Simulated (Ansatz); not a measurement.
`OC(O)[O][GeH3]` + `O[SiH](F)S` → `O[SiH](F)[S][GeH3]` + `OC(O)O`  (ligand exchange at a Ge–O bond)

Calculated with Ansatz (gas phase, PBE0-D4/def2-TZVP geometries, no zero-point term in ΔE). CCSD(T)/CBS is the MP2 limit (def2-TZVPP, def2-QZVPP) plus CCSD(T) − MP2 in def2-TZVPP, frozen cores. DFT in def2-TZVPP. For Ge outer-core shells are correlated without core-valence functions, which leaves a few kJ/mol of doubt a bond. Scalar relativity is left out up to krypton. One conformer a species, not always the lowest.

```tsv
level	ΔE (kcal/mol)	difference from CCSD(T)/CBS
PBE-D4	-7.2	-1.5
ωB97X-V	-4.9	0.8
PBE	-6.6	-0.9
HF/def2-TZVPP	-3.6	2.1
SCS-MP2/def2-TZVPP	-4.2	1.5
CCSD(T)/def2-TZVPP	-4.7	1.0
HF/def2-QZVPP	-3.4	2.3
MP2/def2-QZVPP	-6.0	-0.3
HF/CBS(def2)	-3.3	2.4
CCSD/CBS(def2)	-5.6	0.1
CCSD(T)/CBS	-5.7	0
```

Largest T1 diagnostic among the species: 0.012.

In def2-TZVPP, CCSD(T) changes the Hartree–Fock value by −1.1 kcal/mol (the triples alone add −0.2 kcal/mol) and MP2 by −1.8 kcal/mol. The D4 term adds −0.9 kcal/mol with B3LYP and −0.5 kcal/mol with PBE0; it sums over pairs of atoms, weighted by their polarisabilities, and B3LYP, whose exchange is more repulsive, gets the larger term.

B3LYP here is the variant with VWN-RPA as its local correlation; programs differ in this.
